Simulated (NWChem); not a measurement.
System: SiBrCl, singlet; SMILES Cl[Si]Br

```xyz
3

Si     1.0165    -0.6493     0.0000
Cl    -0.5028    -2.1108     0.0000
Br    -0.1609     1.3059     0.0000
```
Atoms are numbered in this order, from 1.

Program: NWChem. Low-valent species are run as closed-shell singlets; no triplet was tried in these runs. Structure relaxed at the B3LYP/6-31G* (spherical d) level. Level: PBE0/aug-cc-pVDZ; the question gives the wavelength of the field.

Problem. Estimate the computed values for field 1065 nm. Quantities: isotropic polarisability (bohr³); anisotropy (bohr³).

Solution. 
```yaml
isotropic polarisability (bohr³): 67.5
anisotropy (bohr³): 33.6
```
